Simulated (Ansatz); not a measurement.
Molecule: sum formula PbClF, net charge 0, singlet state. 
Coordinates optimised at B3LYP-D3(BJ)/def2-TZVP (Ansatz, an electronic-structure program):
```
Pb
F 1 2.0584
Cl 1 2.4802 2 98.20
```
Charge 0, spin multiplicity 1.

Basis-set convergence of Hartree-Fock and CCSD correlation energies (hartree) with Ansatz. Valence correlation only, unless marked. Spin-orbit coupling is left out. Frozen are the shells of the preceding noble gas and the d and f shells that filled before the atom's block. Past Kr the def2 sets carry scalar-relativistic core potentials.

```tsv
basis	functions	E(HF)	E(corr, CCSD)
def2-SVP	58	-750.62395	-0.39551
def2-TZVPP	123	-750.92174	-0.53584
def2-QZVPP	209	-750.94209	-0.58329
```

Extrapolating the two largest sets (X = 3 and 4) as X^-3: E(corr) = (64·(-0.58329) - 27·(-0.53584))/37 = -0.6179 Eh, an estimate of the basis-set limit. The largest set recovers 94.4 % of it, the smallest 64.0 %.
